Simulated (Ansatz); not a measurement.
Cost and result for the atomization energy of CH$_{4}$BrGaOS (`C[O][Ga]([SH])[Br]`) (9 atoms, 8 bonds).

Z-matrix (Å, degrees):
```
C
O 1 1.410
H 1 1.096 2 113.1
H 1 1.094 2 109.4 3 120.7
H 1 1.094 2 109.5 3 -120.7
Ga 2 1.767 1 124.5 3 0.7
Br 6 2.278 2 119.3 1 -0.2
S 6 2.176 2 118.9 1 179.8
H 8 1.346 6 91.6 2 -0.0
```

Total charge 0; spin multiplicity 1. Correlated methods include outer-core shells of Br, Ga, which these sets cover unevenly. Scalar relativity is left out up to krypton. The structure was optimised at the PBE0-D4/def2-TZVP level. It is one conformer, not always the lowest. Program: Ansatz. Hardware: A = 2 threads of an AMD EPYC 7R13 on a shared host; B = 2 threads of an AMD EPYC 7R13 on a shared host and a share of an NVIDIA H100 80 GB. Times are those of one run each, without the atoms' runs, and a repeat can differ threefold. Electronic energies, without spin–orbit coupling; frozen cores. CCSD(T)/CBS adds CCSD(T) − MP2 in def2-TZVPP to the MP2 limit, and its time is that of the two runs behind it. T1 = 0.012. With those shells the extrapolation isn't a true limit. B3LYP takes the VWN-RPA correlation (the form of Gaussian; ORCA's B3LYP/G). HSE06 is the plane-wave form, built on full-range PBE exchange.

CCSD(T)/CBS is a level of theory with its own doubt, some kJ/mol a heavy atom from the limit and from the frozen cores, so smaller differences don't rank the functionals.

```
                                level  functions  wall time  atomization (kJ/mol)  difference from CCSD(T)/CBS  per bond
           LDA (SPW92)/def2-TZVPP [A]        256      2.3 s                3467.0                        450.6      56.3
             revPBE-D4/def2-TZVPP [A]        256      3.4 s                2962.6                        -53.8      -6.7
               BLYP-D4/def2-TZVPP [A]        256      3.4 s                2960.5                        -55.9      -7.0
  PBE-D4/def2-TZVPP (with forces) [A]        256      4.4 s                3050.5                         34.1       4.3
                 CCSD(T)/def2-SVP [B]        130      5.5 s                2826.9                       -189.5     -23.7
                   MP2/def2-QZVPP [B]        482        6 s                3055.0                         38.6       4.8
              BHLYP-D4/def2-TZVPP [A]        256      7.5 s                2882.9                       -133.5     -16.7
              HSE06-D4/def2-TZVPP [A]        256        8 s                2997.6                        -18.8      -2.3
               CCSD(T)/def2-TZVPP [B]        256        8 s                2937.6                        -78.8      -9.8
B3LYP-D4/def2-TZVPP (with forces) [A]        256       11 s                2966.4                        -50.0      -6.3
                B2PLYP/def2-TZVPP [A]        256       12 s                2952.1                        -64.3      -8.0
                    CCSD(T)/CBS(def2)          –       14 s                3016.4                          0.0       0.0
                B97M-V/def2-TZVPP [A]        256       17 s                3006.7                         -9.7      -1.2
```

At CCSD(T), def2-SVP lies −189.4 kJ/mol from the extrapolated value and def2-TZVPP −78.7 kJ/mol: correlation converges slowly with the basis, and small sets miss more of it in the bonded molecule than in its fragments. From PBE to PBE0 (25 % exact exchange), in def2-TZVPP and without D4, the atomization energy moves by −52.4 kJ/mol: exact exchange takes away binding that semilocal exchange gives to molecules. Leaving LDA and LC-ωPBE aside and taking each functional with its dispersion term where it has one, the values spread over 167.6 kJ/mol, from BHLYP-D4 to PBE-D4. LDA lies +440.1 kJ/mol from PBE without D4, its usual overbinding.
